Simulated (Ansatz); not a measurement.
The cluster Au₄F₃. The state is a doublet with charge 0. Geometry PBE-D4/def2-SVP.

```xyz
7

Au   -0.550   -1.717   -0.649
Au   -0.174   -0.935    1.971
Au    0.532    1.508    1.492
Au    0.353    1.401   -1.259
F    -0.224   -0.360   -2.172
F    -0.841   -2.965    0.899
F     0.904    3.067   -0.281
```

In the def2 sets Au takes a core potential; there is no spin–orbit coupling. No other spin state of charge 0 was run. The structure comes from a short search, and lower isomers may exist.

Task: Estimate the α-spin orbital energies around the gap (eV) in Ansatz with PBE-D4/def2-TZVP, r2SCAN-D4/def2-TZVP, PBE0-D4/def2-SVP, PBE0-D4/def2-TZVP, r2SCAN0-D4/def2-TZVP.

Result: 
```json
{"orbital": "HOMO−13", "PBE-D4/def2-TZVP": "-8.09", "r2SCAN-D4/def2-TZVP": "-8.40", "PBE0-D4/def2-SVP": "-9.57", "PBE0-D4/def2-TZVP": "-9.60", "r2SCAN0-D4/def2-TZVP": "-9.85"}
{"orbital": "HOMO−12", "PBE-D4/def2-TZVP": "-8.09", "r2SCAN-D4/def2-TZVP": "-8.39", "PBE0-D4/def2-SVP": "-9.50", "PBE0-D4/def2-TZVP": "-9.54", "r2SCAN0-D4/def2-TZVP": "-9.81"}
{"orbital": "HOMO−11", "PBE-D4/def2-TZVP": "-7.88", "r2SCAN-D4/def2-TZVP": "-8.23", "PBE0-D4/def2-SVP": "-9.44", "PBE0-D4/def2-TZVP": "-9.46", "r2SCAN0-D4/def2-TZVP": "-9.73"}
{"orbital": "HOMO−10", "PBE-D4/def2-TZVP": "-7.81", "r2SCAN-D4/def2-TZVP": "-8.17", "PBE0-D4/def2-SVP": "-9.43", "PBE0-D4/def2-TZVP": "-9.45", "r2SCAN0-D4/def2-TZVP": "-9.71"}
{"orbital": "HOMO−9", "PBE-D4/def2-TZVP": "-7.79", "r2SCAN-D4/def2-TZVP": "-8.09", "PBE0-D4/def2-SVP": "-9.32", "PBE0-D4/def2-TZVP": "-9.38", "r2SCAN0-D4/def2-TZVP": "-9.62"}
{"orbital": "HOMO−8", "PBE-D4/def2-TZVP": "-7.63", "r2SCAN-D4/def2-TZVP": "-7.98", "PBE0-D4/def2-SVP": "-9.25", "PBE0-D4/def2-TZVP": "-9.26", "r2SCAN0-D4/def2-TZVP": "-9.54"}
{"orbital": "HOMO−7", "PBE-D4/def2-TZVP": "-7.62", "r2SCAN-D4/def2-TZVP": "-7.92", "PBE0-D4/def2-SVP": "-9.20", "PBE0-D4/def2-TZVP": "-9.21", "r2SCAN0-D4/def2-TZVP": "-9.48"}
{"orbital": "HOMO−6", "PBE-D4/def2-TZVP": "-7.59", "r2SCAN-D4/def2-TZVP": "-7.90", "PBE0-D4/def2-SVP": "-8.92", "PBE0-D4/def2-TZVP": "-8.99", "r2SCAN0-D4/def2-TZVP": "-9.23"}
{"orbital": "HOMO−5", "PBE-D4/def2-TZVP": "-7.46", "r2SCAN-D4/def2-TZVP": "-7.73", "PBE0-D4/def2-SVP": "-8.86", "PBE0-D4/def2-TZVP": "-8.92", "r2SCAN0-D4/def2-TZVP": "-9.16"}
{"orbital": "HOMO−4", "PBE-D4/def2-TZVP": "-7.34", "r2SCAN-D4/def2-TZVP": "-7.64", "PBE0-D4/def2-SVP": "-8.83", "PBE0-D4/def2-TZVP": "-8.87", "r2SCAN0-D4/def2-TZVP": "-9.10"}
{"orbital": "HOMO−3", "PBE-D4/def2-TZVP": "-7.23", "r2SCAN-D4/def2-TZVP": "-7.52", "PBE0-D4/def2-SVP": "-8.82", "PBE0-D4/def2-TZVP": "-8.85", "r2SCAN0-D4/def2-TZVP": "-9.09"}
{"orbital": "HOMO−2", "PBE-D4/def2-TZVP": "-7.21", "r2SCAN-D4/def2-TZVP": "-7.48", "PBE0-D4/def2-SVP": "-8.64", "PBE0-D4/def2-TZVP": "-8.67", "r2SCAN0-D4/def2-TZVP": "-8.91"}
{"orbital": "HOMO−1", "PBE-D4/def2-TZVP": "-6.84", "r2SCAN-D4/def2-TZVP": "-7.09", "PBE0-D4/def2-SVP": "-8.05", "PBE0-D4/def2-TZVP": "-8.08", "r2SCAN0-D4/def2-TZVP": "-8.30"}
{"orbital": "HOMO", "PBE-D4/def2-TZVP": "-6.46", "r2SCAN-D4/def2-TZVP": "-6.71", "PBE0-D4/def2-SVP": "-7.35", "PBE0-D4/def2-TZVP": "-7.39", "r2SCAN0-D4/def2-TZVP": "-7.63"}
{"orbital": "LUMO", "PBE-D4/def2-TZVP": "-3.99", "r2SCAN-D4/def2-TZVP": "-3.85", "PBE0-D4/def2-SVP": "-3.04", "PBE0-D4/def2-TZVP": "-3.10", "r2SCAN0-D4/def2-TZVP": "-3.03"}
{"orbital": "LUMO+1", "PBE-D4/def2-TZVP": "-3.75", "r2SCAN-D4/def2-TZVP": "-3.54", "PBE0-D4/def2-SVP": "-2.53", "PBE0-D4/def2-TZVP": "-2.63", "r2SCAN0-D4/def2-TZVP": "-2.53"}
{"orbital": "LUMO+2", "PBE-D4/def2-TZVP": "-2.25", "r2SCAN-D4/def2-TZVP": "-2.00", "PBE0-D4/def2-SVP": "-1.21", "PBE0-D4/def2-TZVP": "-1.31", "r2SCAN0-D4/def2-TZVP": "-1.20"}
{"orbital": "LUMO+3", "PBE-D4/def2-TZVP": "-1.82", "r2SCAN-D4/def2-TZVP": "-1.60", "PBE0-D4/def2-SVP": "-0.91", "PBE0-D4/def2-TZVP": "-1.04", "r2SCAN0-D4/def2-TZVP": "-0.88"}
{"orbital": "LUMO+4", "PBE-D4/def2-TZVP": "-1.67", "r2SCAN-D4/def2-TZVP": "-1.38", "PBE0-D4/def2-SVP": "-0.90", "PBE0-D4/def2-TZVP": "-1.02", "r2SCAN0-D4/def2-TZVP": "-0.85"}
{"orbital": "LUMO+5", "PBE-D4/def2-TZVP": "-0.22", "r2SCAN-D4/def2-TZVP": "0.14", "PBE0-D4/def2-SVP": "0.60", "PBE0-D4/def2-TZVP": "0.44", "r2SCAN0-D4/def2-TZVP": "0.65"}
{"orbital": "β HOMO", "PBE-D4/def2-TZVP": "-6.62", "r2SCAN-D4/def2-TZVP": "-6.76", "PBE0-D4/def2-SVP": "-7.61", "PBE0-D4/def2-TZVP": "-7.63", "r2SCAN0-D4/def2-TZVP": "-7.81"}
{"orbital": "β LUMO", "PBE-D4/def2-TZVP": "-6.13", "r2SCAN-D4/def2-TZVP": "-6.10", "PBE0-D4/def2-SVP": "-5.45", "PBE0-D4/def2-TZVP": "-5.47", "r2SCAN0-D4/def2-TZVP": "-5.47"}
```
